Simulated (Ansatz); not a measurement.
Cost and result up the ladder for the cluster Be₇O₈ (the lowest singlet isomer of a short search) (15 atoms). The state is a singlet with charge 0. Geometry: PBE-D4/def2-SVP.

```xyz
15

Be   -0.612   -1.892   -0.100
Be   -0.799    2.056    0.597
Be    0.769   -0.841    1.596
Be   -1.499   -0.170    0.976
Be   -0.499    0.441   -1.357
Be    1.157   -1.402   -1.417
Be    1.508    0.792   -0.166
O     0.515   -2.561   -0.871
O     1.834   -0.018    1.057
O    -0.597   -1.452    1.478
O     1.069    0.097   -1.560
O    -1.528    1.222    1.528
O     0.665    2.227   -0.101
O    -1.416   -0.563   -0.629
O    -0.566    2.063   -1.031
```

Ansatz on 4 threads of Arm Neoverse V2 on a shared host. Times are rough, and most runs start from the orbitals of an earlier one. No level here is sound enough to serve as a yardstick. Binding counts from free atoms at the same level (Be singlet, O triplet; other spins of the atoms weren't run), without zero-point energy or a counterpoise term.

LC-ωPBE has ω = 0.4 bohr⁻¹. B3LYP takes the VWN-RPA correlation. Correlated methods freeze 8 core orbitals. The rows differ in basis, and correlated rows in double-zeta sets carry the largest basis error. The structure holds 1 bond(s) between oxygen atoms. The structure comes from a short search, and lower isomers may exist.

Run but left out: HF/6-31G (restricted singlet, unstable in another Hartree–Fock run and untested here).

Correlated methods converge slowly with the basis, most of all in double-zeta sets.

```json
{"level": "B3LYP-D4/6-31G", "functions": "135", "wall time": "4.1 s"}
{"level": "PBE-D4/def2-SVP", "functions": "175", "wall time": "4.2 s"}
{"level": "PBE0-D4/def2-SVP", "functions": "175", "wall time": "5.5 s"}
{"level": "PBE-D4/def2-TZVP (with forces)", "functions": "381", "wall time": "11 s"}
{"level": "LC-ωPBE/def2-TZVP", "functions": "381", "wall time": "12 s"}
{"level": "r2SCAN-D4/def2-TZVP", "functions": "381", "wall time": "17 s"}
{"level": "PBE0-D4/def2-TZVP", "functions": "381", "wall time": "18 s"}
{"level": "r2SCAN0-D4/def2-TZVP", "functions": "381", "wall time": "23 s"}
{"level": "CCSD(T)/def2-SVP", "functions": "175", "wall time": "5.5 min"}
```

(1) Estimate what each level gives for the binding energy per atom (eV).

## Answers

(1) 
```
                         level  binding energy per atom (eV)                        remarks
                B3LYP-D4/6-31G                          4.78  restricted SCF unstable in HF
               PBE-D4/def2-SVP                          5.16  restricted SCF unstable in HF
              PBE0-D4/def2-SVP                          4.93  restricted SCF unstable in HF
PBE-D4/def2-TZVP (with forces)                          5.13  restricted SCF unstable in HF
             LC-ωPBE/def2-TZVP                          4.97  restricted SCF unstable in HF
           r2SCAN-D4/def2-TZVP                          5.06  restricted SCF unstable in HF
             PBE0-D4/def2-TZVP                          4.93  restricted SCF unstable in HF
          r2SCAN0-D4/def2-TZVP                          4.88  restricted SCF unstable in HF
              CCSD(T)/def2-SVP                          4.34        restricted SCF unstable
```
